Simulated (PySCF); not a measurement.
Cl₂In, charge +1. Atoms are numbered in the order given.

```xyz
3

In     0.0000     0.0000     0.0000
Cl     0.0000     0.0000    -2.2056
Cl     0.0000     0.0000     2.2056
```
Charge +1, spin multiplicity 1.

Coordinates come from a r2SCAN-D4/def2-TZVP optimisation. The spin state was assumed, not searched. The isomer is the one that the SMILES or the coordinates give; other isomers of the formula were not compared. The def2 effective core potentials stand for the cores of In; spin–orbit coupling is left out.

Calculation: M06-2X/def2-TZVPD run with PySCF.

```json
{
 "total_energy": "-1110.25460 hartree",
 "point_group": "D∞h",
 "highest_occupied_level": "-16.51 eV",
 "lowest_empty_level": "-8.28 eV",
 "orbital_gap": "8.24 eV",
 "dipole_moment_about_the_centre_of_nuclear_charge": "0.000 e·Å",
 "mean_static_polarisability": "52.2 bohr³ (7.74 Å³)",
 "polarisability_principal_values": "37.3, 37.3, 82.2 bohr³"
}
```
